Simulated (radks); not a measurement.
The osmium ion Os2+ inside a hard spherical wall (all orbitals vanish at R), configuration held at [Xe] 4f14 5d6 and not refilled when levels cross. All-electron calculation, scalar-relativistic Kohn-Sham, r2SCAN, spin-polarised, spherical densities, finite nucleus; open shells are filled with parallel spins first (spin-orbit coupling, left out, can overturn this in heavy ions); meta-GGA in the generalised Kohn-Sham scheme; Fermi nuclear charge, rms radius 5.4126 fm. Program: a radial shooting solver on a logarithmic mesh with Libxc functionals. Eigenvalues in eV for spin up, with the zero of energy where the potential of the charges vanishes at infinity; a dash marks a level that is unbound or too diffuse for the functional's potential to be trusted. A positive occupied level is held by the wall or, in an anion where self-interaction has pushed it up, behind a barrier. The pressure on the wall is -dE/dV.

R (bohr)  E (hartree)  kinetic (hartree)    e(5s)    e(5p)    e(4f)    e(5d)  e(6s, empty)  e(6p, empty)  pressure (GPa)
free      -17251.7794          19114.823  -111.45  -70.552  -69.657  -24.327       -21.232       -13.498               0
15        -17251.7794          19114.823  -111.45  -70.552  -69.657  -24.327       -21.232       -13.498        < 0.0001
8         -17251.7793          19114.823  -111.45  -70.551  -69.656  -24.326       -21.230       -13.466         0.00117
7         -17251.7792          19114.825  -111.45  -70.544  -69.648  -24.320       -21.216       -13.364          0.0140
6         -17251.7782          19114.837  -111.40  -70.496  -69.595  -24.277       -21.123       -12.972           0.168
4         -17251.6978          19115.400  -109.75  -68.962  -67.802  -22.732       -17.714        -6.176            24.6
3.5       -17251.5489          19116.248  -107.91  -67.268  -65.728  -20.790       -13.233         0.943            91.9
3         -17251.1080          19118.518  -104.29  -63.879  -61.485  -16.454        -2.779        15.953             382
1.5       -17216.4663          19256.898  -16.683   37.858   30.272   117.89        323.97        389.09          121000
